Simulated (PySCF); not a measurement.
Precursor series Zr Cl-H. All species are isolated molecules in the gas phase.

Level of theory: TPSSh-D3(BJ)/def2-TZVP // r2SCAN-D4/def2-SVP (PySCF 2.14.0). 

| species | charge on the central atom (Mulliken) (e) | mean distance from the central atom to its bonded neighbours (Å) |
|---|---|---|
| 0 of 4 Cl replaced by H ([Zr(Cl)4]) | 1.38 | 2.330 |
| 1 of 4 Cl replaced by H ([Zr(Cl)3(H)]) | 1.18 | 2.205 |
| 2 of 4 Cl replaced by H ([Zr(Cl)2(H)2]) | 1.04 | (withheld) |
| 3 of 4 Cl replaced by H ([Zr(Cl)(H)3]) | 0.91 | 1.965 |
| 4 of 4 Cl replaced by H ([Zr(H)4]) | (withheld) | 1.848 |

Fill in the missing entries.


- 2 of 4 Cl replaced by H ([Zr(Cl)2(H)2]), mean distance from the central atom to its bonded neighbours (Å): 2.084
- 4 of 4 Cl replaced by H ([Zr(H)4]), charge on the central atom (Mulliken) (e): 0.81
